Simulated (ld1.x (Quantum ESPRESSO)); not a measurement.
# sulfur: TM semilocal pseudisation with BP86, scalar-relativistic reference atom.

sulfur, norm-conserving Troullier–Martins (semilocal form), made with ld1.x (Quantum ESPRESSO) 7.5 (BP86, scalar-relativistic). Core [Ne], reference 3s1.5 3p4.5. Waves: 3s (bound): rc 0.95 bohr; 3d channel at 0.45 Ry: rc 1.30 bohr; 3p (bound): rc 1.20 bohr. Local part: the p channel. Core correction: none.

All-electron outer shells of the reference configuration (BP86, scalar-relativistic, ld1.x):

| shell | level (eV) | outermost node (bohr) | outermost maximum (bohr) |
| --- | --- | --- | --- |
| 2s | -212.64 | 0.13 | 0.39 |
| 2p | -157.42 | – | 0.33 |
| 3s | -17.70 | 0.60 | 1.40 |
| 3p | -7.39 | 0.58 | 1.59 |

(1) Estimate the cutoffs (Ry, on a coarse ladder) from which the occupation-weighted sum of valence levels, in a spherical-Bessel basis at the reference potential, stays within 10 and 1 mRy of its value at 400 Ry.

(2) Which valence shell sets the plane-wave cutoff?

(3) Tests: 3s2 3p4; 3s2 3p3; 3s2 3p2; 3s2 3p1; 3s0 3p6; 3s2 3p0; 3s1 3p5. Which has the largest error in its energy relative to the reference configuration, and how large is it?

## Answers

(1) 90 Ry and 300 Ry.

(2) 3s: its level needs 260 Ry to come within 1 mRy, against 80 Ry for 3p.

(3) 3s2 3p0, with +579 meV (all-electron minus pseudo) on +110.17 eV.
